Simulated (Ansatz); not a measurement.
Mulliken charges of `[SiH3][O][Ga][Cl]` radical from PBE/def2-TZVPP in Ansatz (PBE0-D4/def2-TZVP geometry).

| atom | x (Å) | y (Å) | z (Å) | charge (e) |
| --- | --- | --- | --- | --- |
| Si1 | -0.019 | 1.164 | 0.161 | 0.338 |
| O2 | -0.011 | -0.474 | 0.205 | -0.302 |
| Ga3 | 0.079 | -1.883 | -0.883 | 0.375 |
| Cl4 | 0.015 | -3.826 | 0.061 | -0.219 |
| H5 | 0.092 | 1.664 | -1.238 | -0.069 |
| H6 | 1.130 | 1.686 | 0.946 | -0.062 |
| H7 | -1.286 | 1.670 | 0.748 | -0.062 |

Problem. By hand: the dipole of these point charges (1 e Å = 4.8032 D).

Solution. Σ q r = (0.027, 0.345, -0.372) e Å, of length 0.508 e Å = 2.44 D.

Problem. How does the dipole of the full density compare? (Best estimate.)

Solution. The calculation gave: (0.022, 0.175, -0.294) e Å, 1.65 D; the point charges give 1.48 times that, at 12° from its direction.

Point charges leave out the atoms' own dipoles, such as those of lone pairs, and Mulliken's split depends on the basis, so the two needn't agree.
